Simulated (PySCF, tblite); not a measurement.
Isomers of [C5H10PSi2]- (charge -1), one GFN2-xTB conformer each. Single-point energies are computed at PBE0/pcSseg-1 (PySCF, gas phase, no added dispersion term), electronic only.

```tsv
SMILES	GFN2-xTB relative energy (kJ/mol)
Cc1cc([SiH3])c([SiH3])[p-]1	6.4
Cc1[p-]c([SiH3])cc1[SiH3]	0.0
```

**Question.** What does PBE0/pcSseg-1 give for the same structures?

**Answer.** 
```tsv
SMILES	PBE0/pcSseg-1 E (Eh)	PBE0/pcSseg-1 (kJ/mol)	GFN2-xTB (kJ/mol)	point group
Cc1[p-]c([SiH3])cc1[SiH3]	-1116.25018	0.0	0.0	near Cs
Cc1cc([SiH3])c([SiH3])[p-]1	-1116.24790	6.0	6.4	near Cs
```

Both levels put the same isomer lowest. Neighbours under 21 kJ/mol apart (Cc1[p-]c([SiH3])cc1[SiH3] and Cc1cc([SiH3])c([SiH3])[p-]1) can change places with a better method, another conformer or zero-point energy.

**Question.** What happens when harmonic zero-point energies from GFN2-xTB frequencies are added?

**Answer.** 
```csv
SMILES,ZPE (kJ/mol),electronic (kJ/mol),with ZPE (kJ/mol)
Cc1[p-]c([SiH3])cc1[SiH3],309.9,0.0,0.0
Cc1cc([SiH3])c([SiH3])[p-]1,309.0,6.0,5.0
```

The zero-point energies span 0.9 kJ/mol. The order is unchanged.
